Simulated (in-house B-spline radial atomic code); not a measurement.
RPA correlation on LDA exchange-only: Mn

Configuration [Ar] 3d5 4s2, highest spin, mean-field start LDA exchange-only. Computed with a B-spline radial code for spherical atoms: all electrons, scalar-relativistic (spin-free one-electron X2C), finite nucleus, each spin shell either full or empty, empty states to l = 9 with an (l + 1/2)⁻⁴ tail; G0W0 by contour deformation at full frequency.

The highest G0W0 level has too low a weight to be given.

Command:
```bash
python run_gw.py task.json out
```
Settings (radii: box in bohr, nucleus in fm):
```
Z                        25
electrons                25
configuration            [Ar] 3d5 4s2
hamiltonian              x2c
method                   lda,
lmax                     9
rms_radius               3.7057
spin_polarised           True
box_radius               40
intervals                73
ion_configuration        [Ar] 3d5 4s1
```

Time taken, with all properties: 10 s on 1 thread of Arm Neoverse N1, on a shared host.

Energies (hartree):

```
                                     term        value
                         mean-field total  -1154.09112
Hartree-Fock functional on these orbitals  -1157.36342
                      direct second order       -2.073
                    second-order exchange       0.6843
                         SOSEX correction      0.59445
```

(1) What is the RPA correlation energy, and what remains with SOSEX?

(2) What does it cost to remove one electron (to [Ar] 3d5 4s1) by differences of total energies, each species on its own start (correlation terms add to the Hartree-Fock functional)?

Results:

(1) RPA gives -1.7048 hartree (-1.86 eV per electron); RPA + SOSEX gives -1.1104, and the second-order doubles -1.3887 hartree (no singles). RPA lacks exchange-type terms and so overcorrelates at short range.

(2) LDA exchange-only 6.059 eV, Hartree-Fock functional 5.930 eV, + RPA 7.785 eV, + RPA + SOSEX 7.387 eV, + second order 8.541 eV. Tabulated: 7.434 eV (NIST, measured); the calculation leaves out spin-orbit coupling, Breit and QED terms, and what these don't explain is the method's own error.
